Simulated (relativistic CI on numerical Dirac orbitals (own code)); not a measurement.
## Line list: Forbidden lines, Dy39+

These numbers are calculated, not measured: Dirac-Coulomb-Breit CI, orbitals from a KLI potential per configuration, a model potential for QED, unscaled Slater integrals (own radial code, finite nucleus).

Configuration list (outside the closed core [Ne]): 3s2.3p6.3d9, 3s2.3p5.3d10, 3s.3p6.3d10, 3s2.3p6.3d8.4s, 3s2.3p6.3d8.4p, 3s2.3p6.3d8.4d, 3s2.3p4.3d10.4s, 3s2.3p4.3d10.4p, 3s2.3p5.3d9.4s, 3s2.3p6.3d8.4f, 3s2.3p4.3d10.4d, 3s2.3p5.3d9.4p, 3s.3p5.3d10.4s, 3s2.3p6.3d7.4s2, 3s.3p5.3d10.4p, 3s2.3p5.3d9.4d, 3s2.3p6.3d7.4s.4p, 3s.3p6.3d9.4s, 3s.3p5.3d10.4d, 3p6.3d10.4s, 3s2.3p6.3d8.5s, 3s2.3p6.3d7.4p2, 3s2.3p5.3d9.4f, 3s2.3p6.3d7.4s.4d, 3s2.3p6.3d8.5p, 3s.3p6.3d9.4p, 3p6.3d10.4p, 3s2.3p6.3d8.5d, 3s2.3p6.3d7.4p.4d, 3s2.3p5.3d8.4s2, 3s2.3p6.3d8.5f, 3p6.3d10.4d, 3s.3p6.3d9.4d, 3s2.3p6.3d8.5g, 3s2.3p5.3d8.4s.4p, 3s2.3p6.3d7.4d2. Levels of other configurations are missing.

```tsv
λ vac (nm)	Lower	Upper	Type	A (s⁻¹)	log gf
0.64443	3s2.3p6.3d9 2D_5/2 [1]	3s2.3p5.3d9.4f 2G_9/2 [397]	E2	6.91e+10	-2.37
0.64558	3s2.3p6.3d9 2D_5/2 [1]	3s2.3p5.3d9.4f 2F_7/2 [392]	E2	3.43e+10	-2.77
0.64559	3s2.3p6.3d9 2D_5/2 [1]	3s2.3p5.3d9.4f 2F_5/2 [391]	E2	2.46e+10	-3.04
0.64707	3s2.3p6.3d9 2D_5/2 [1]	3s2.3p5.3d9.4f 2G_7/2 [384]	E2	1.63e+10	-3.09
0.77771	3s2.3p6.3d9 2D_5/2 [1]	3s2.3p5.3d9.4p 2G_9/2 [176]	E2	1.36e+10	-2.91
0.83795	3s2.3p6.3d9 2D_3/2 [2]	3s2.3p6.3d8.4d 4P_1/2 [131]	E2	7.50e+09	-3.80
0.84802	3s2.3p6.3d9 2D_5/2 [1]	3s2.3p6.3d8.4d 2D_5/2 [90]	E2	4.84e+09	-3.50
0.85404	3s2.3p6.3d9 2D_3/2 [2]	3s2.3p6.3d8.4d 2G_7/2 [118]	E2	6.65e+09	-3.23
0.85509	3s2.3p6.3d9 2D_3/2 [2]	3s2.3p6.3d8.4d 2P_3/2 [116]	E2	4.91e+09	-3.67
0.85566	3s2.3p6.3d9 2D_3/2 [2]	3s2.3p6.3d8.4d 2F_5/2 [114]	E2	7.39e+09	-3.31
0.85837	3s2.3p6.3d9 2D_5/2 [1]	3s2.3p6.3d8.4d 2F_7/2 [81]	E2	4.63e+09	-3.39
0.86004	3s2.3p6.3d9 2D_5/2 [1]	3s2.3p6.3d8.4d 2D_5/2 [80]	E2	5.78e+09	-3.42
0.86121	3s2.3p6.3d9 2D_5/2 [1]	3s2.3p6.3d8.4d 4F_9/2 [79]	E2	7.39e+09	-3.09
0.86291	3s2.3p6.3d9 2D_5/2 [1]	3s2.3p6.3d8.4d 2P_3/2 [77]	E2	4.91e+09	-3.66
1.0180	3s2.3p6.3d9 2D_5/2 [1]	3s2.3p6.3d8.4s 2G_9/2 [16]	E2	2.08e+09	-3.49
1.0249	3s2.3p6.3d9 2D_3/2 [2]	3s2.3p6.3d8.4s 2D_5/2 [22]	E2	2.98e+09	-3.55
1.0294	3s2.3p6.3d9 2D_5/2 [1]	3s2.3p6.3d8.4s 4F_7/2 [11]	E2	1.67e+09	-3.67
1.0504	3s2.3p6.3d9 2D_3/2 [2]	3s2.3p6.3d8.4s 2G_7/2 [17]	E2	2.54e+09	-3.47
1.0537	3s2.3p6.3d9 2D_5/2 [1]	3s2.3p6.3d8.4s 2D_3/2 [9]	E2	3.09e+09	-3.69
1.0599	3s2.3p6.3d9 2D_5/2 [1]	3s2.3p6.3d8.4s 2F_7/2 [7]	E2	4.21e+09	-3.25
```

Terms are leading LS components. Brackets give the number of a level in order of energy, since labels repeat. The list gives strong lines, with weight on those to low levels, among the lowest 400 of 3960 levels, so that lines to higher ones, which can be the strongest, are missing. Levels whose partners in the same complex of configurations lie outside the list can be far off, and so can their lines. Rates are taken at the computed energies, electric ones in the length gauge.

At this charge energies of transitions that change n are usually good to better than 1 %, and those within a shell (Δn = 0) to a few per cent.

LS names give the leading component of a level, which can be under half, so a name can repeat, a term be missing and a line seem to break the LS rules.
